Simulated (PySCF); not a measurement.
Species: C₆H₁₂AlN.
Structure used (PBE0-D3(BJ)/def2-SVP), in Å, numbered top down from 1:
```
atom  x, y, z in Å
Al1    3.5463    0.1064    0.7206
N2     1.8547   -0.7381   -0.0117
C3     0.8381   -1.1285   -0.3877
C4    -0.4779   -1.5439   -0.8376
C5    -1.5468   -0.4925   -0.5243
C6    -1.5916    0.0152    0.9373
C7    -1.1604    1.4193    0.4619
C8    -1.2427    0.9470   -1.0055
H9     3.1664    0.0964    2.2809
H10    3.4529    1.5184   -0.0398
H11    4.6519   -0.9382    0.2162
H12   -0.4160   -1.7353   -1.9220
H13   -0.7110   -2.5046   -0.3487
H14   -2.5018   -0.8981   -0.8906
H15   -2.5968   -0.0265    1.3795
H16   -0.8982   -0.4834    1.6327
H17   -1.8421    2.2374    0.7321
H18   -0.1464    1.7025    0.7788
H19   -2.0652    1.3934   -1.5817
H20   -0.3187    1.0641   -1.5932
```

All values: CAM-B3LYP/def2-SVPD (PySCF, non-relativistic), on one gas-phase PBE0-D3(BJ)/def2-SVP geometry that isn't relaxed in the solvent. The solvent is an IEF-PCM continuum (cavity from Bondi-type radii × 1.2), and excitations are vertical TDDFT with non-equilibrium linear response and a frozen core. The model holds no explicit solvent molecules, cavitation or dispersion.

Gas-phase singlets (H = HOMO, L = LUMO):

```csv
state,E (eV),λ (nm),f,leading configuration
S1,5.935,209,0.006,H→L 76%
S2,6.059,205,0.019,H-1→L 54%
S3,6.118,203,0.012,H-1→L+1 90%
S4,6.379,194,0.253,H→L+1 62%
S5,6.737,184,0.037,H→L+2 42%
```

Q: Give the list for chloroform (ε = 4.711), n² = 2.09.

A: 
```json
{"state": "S1", "E (eV)": "6.716", "λ (nm)": "185", "f": "0.010", "leading configuration": "H→L 76%", "change by rank (eV)": "+0.781"}
{"state": "S2", "E (eV)": "6.871", "λ (nm)": "180", "f": "0.020", "leading configuration": "H-1→L 48%", "change by rank (eV)": "+0.812"}
{"state": "S3", "E (eV)": "6.900", "λ (nm)": "180", "f": "0.006", "leading configuration": "H-1→L+1 72%", "change by rank (eV)": "+0.782"}
{"state": "S4", "E (eV)": "7.112", "λ (nm)": "174", "f": "0.139", "leading configuration": "H-1→L+2 38%", "change by rank (eV)": "+0.733"}
{"state": "S5", "E (eV)": "7.129", "λ (nm)": "174", "f": "0.106", "leading configuration": "H→L+2 34%", "change by rank (eV)": "+0.392"}
```

Q: What are the lowest 5 singlets in dimethylsulfoxide (ε = 46.83)?

A: 
| state | E (eV) | λ (nm) | f | leading configuration | change by rank (eV) |
| --- | --- | --- | --- | --- | --- |
| S1 | 6.932 | 179 | 0.008 | H→L 68% | +0.997 |
| S2 | 7.087 | 175 | 0.004 | H-1→L 32% | +1.028 |
| S3 | 7.093 | 175 | 0.001 | H-1→L+1 44% | +0.975 |
| S4 | 7.248 | 171 | 0.122 | H-1→L+2 31% | +0.869 |
| S5 | 7.279 | 170 | 0.131 | H-1→L+1 31% | +0.542 |

Q: How do the frontier levels move from gas to dimethylsulfoxide?

A: 
| orbital | gas (eV) | solvent (eV) | change (eV) | Löwdin shares, gas | Löwdin shares, solvent |
| --- | --- | --- | --- | --- | --- |
| LUMO+2 | 0.71 | 1.03 | +0.32 | C3 24 %, C4 16 %, N2 10 %, H13 9 % | Al1 47 %, C3 10 %, H11 6 %, H9 6 % |
| LUMO+1 | 0.41 | 0.83 | +0.42 | N2 33 %, C3 32 %, C4 12 %, H12 6 % | C3 33 %, N2 33 %, C4 10 %, Al1 8 % |
| LUMO | 0.15 | 0.65 | +0.50 | N2 24 %, C3 23 %, C4 12 %, C5 8 % | N2 30 %, C3 30 %, C4 9 %, Al1 7 % |
| HOMO | -8.49 | -9.32 | -0.83 | Al1 38 %, H9 31 %, H10 24 % | Al1 36 %, H10 29 %, H9 27 % |
| HOMO-1 | -8.50 | -9.36 | -0.86 | Al1 38 %, H11 36 %, H10 14 %, H9 7 % | Al1 36 %, H11 36 %, H9 12 %, H10 9 % |
| HOMO-2 | -10.80 | -10.08 | +0.72 | C8 23 %, C6 23 %, C5 15 %, C7 14 % | C8 23 %, C6 23 %, C5 16 %, C7 12 % |
| HOMO-3 | -10.82 | -10.11 | +0.71 | C7 23 %, C5 19 %, C8 14 %, C6 14 % | C7 22 %, C5 21 %, C8 14 %, C6 14 % |

The HOMO–LUMO gap goes from 8.64 to 9.97 eV. Rows go by rank; for LUMO+1 and LUMO+2 the atom shares or the degeneracy differ between the runs, so the row needn't follow one orbital.
